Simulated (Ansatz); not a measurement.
Geometry optimisation, Ansatz, RHF/def2-SVP.

Input:

```yaml
crystal:
  periodic: [false, false, false]
  atoms:
    - { symbol: C, position_ang: [-1.483, -0.605, 0.2866] }
    - { symbol: Si, position_ang: [0.0745, -0.0427, 1.0632] }
    - { symbol: O, position_ang: [1.3332, -1.0238, 0.4401] }
    - { symbol: Al, position_ang: [1.8573, 0.5686, -0.3841] }
    - { symbol: O, position_ang: [2.1791, 1.5859, -1.8603] }
    - { symbol: H, position_ang: [-1.449, -0.4622, -0.8299] }
    - { symbol: H, position_ang: [-2.3211, 0.1014, 0.638] }
    - { symbol: H, position_ang: [-1.7166, -1.5936, 0.545] }
    - { symbol: H, position_ang: [0.1458, 0.0358, 2.574] }
    - { symbol: H, position_ang: [2.98545, 2.07198, -1.664] }
basis:
  gaussian: { orbitals: def2-SVP }
hamiltonian:
  xc: hf
relax:
  f_tol: 0.015
  max_steps: 40
```

Launched with:

```bash
$ ansatz run input.yaml --threads 1 --pin off --max-ram 2048MiB --backend cpu --events-out ev --progress --plain --runs-dir out
```

Where does it end, and by what steps?

The run converged. After 15 steps the energy has fallen by 1.576 eV; O5 moved furthest, 0.82 Å.

| step | energy less start (eV) | largest force component (eV/Å) | accepted |
| --- | --- | --- | --- |
| 0 | 0.0000 | 3.399 | yes |
| 1 | -0.8576 | 2.944 | yes |
| 2 | -1.0958 | 2.852 | yes |
| 3 | -1.4490 | 0.663 | yes |
| 4 | -1.5210 | 0.464 | yes |
| 5 | -1.5469 | 0.371 | yes |
| 6 | -1.5635 | 0.252 | yes |
| 7 | -1.5734 | 0.075 | yes |
| 8 | -1.5739 | 0.115 | yes |
| 9 | -1.5726 | 0.359 | no |
| 10 | -1.5747 | 0.046 | yes |
| 11 | -1.5753 | 0.028 | yes |
| 12 | -1.5756 | 0.019 | yes |
| 13 | -1.5757 | 0.025 | yes |
| 14 | -1.5758 | 0.024 | yes |
| 15 | -1.5759 | 0.009 | yes |

```xyz
10
Properties=species:S:1:pos:R:3
C -1.650 -0.648 0.389
Si 0.053 -0.031 0.876
O 1.357 -0.771 0.101
Al 1.686 0.818 -0.482
O 2.880 1.415 -1.479
H -1.777 -0.673 -0.694
H -2.425 -0.005 0.814
H -1.805 -1.659 0.777
H 0.138 -0.045 2.356
H 3.150 2.235 -1.847
```

Whether the end is a true minimum wasn't checked by a vibrational analysis.

Time of the run: 40 s on 1 thread of Arm Neoverse V1 (shared host), peak memory 0.19 GiB.
